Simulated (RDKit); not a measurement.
RDKit input (UFF):

```python
from rdkit import Chem
from rdkit.Chem import AllChem, rdDetermineBonds

mol = Chem.MolFromXYZFile('mol.xyz')
rdDetermineBonds.DetermineBonds(mol, charge=0)
print('SMILES', Chem.MolToSmiles(Chem.RemoveHs(mol)))
ff = AllChem.UFFGetMoleculeForceField(mol)
e0 = ff.CalcEnergy()
flag = ff.Minimize(maxIts=5000, forceTol=1e-5)
print(f'energy {e0:.4f} -> {ff.CalcEnergy():.4f} kcal/mol, converged: {flag == 0}')
print(Chem.MolToXYZBlock(mol))
```
mol.xyz:
```
8

C     -0.75978800     0.05014500     0.07071500
C      0.75978800    -0.05014500    -0.07071500
Cl     1.34153400    -1.61205400     0.56736100
Cl     1.55485000     1.28751300     0.80316900
Cl    -1.55485000    -1.28751300    -0.80316900
Cl    -1.34153400     1.61205400    -0.56736100
H     -1.05489900    -0.01286700     1.11249200
H      1.05489900     0.01286700    -1.11249200
```

Output:

```
SMILES ClC(Cl)C(Cl)Cl
energy 2.9132 -> 2.0931 kcal/mol, converged: True
8

C     -0.761985    0.050493    0.068431
C      0.761985   -0.050493   -0.068431
Cl     1.357133   -1.599256    0.589805
Cl     1.568156    1.269143    0.823081
Cl    -1.568156   -1.269143   -0.823081
Cl    -1.357132    1.599257   -0.589805
H     -1.049524   -0.015440    1.139257
H      1.049524    0.015440   -1.139257
```

The geometry given is a B3LYP-D3(BJ)/def2-TZVP minimum.
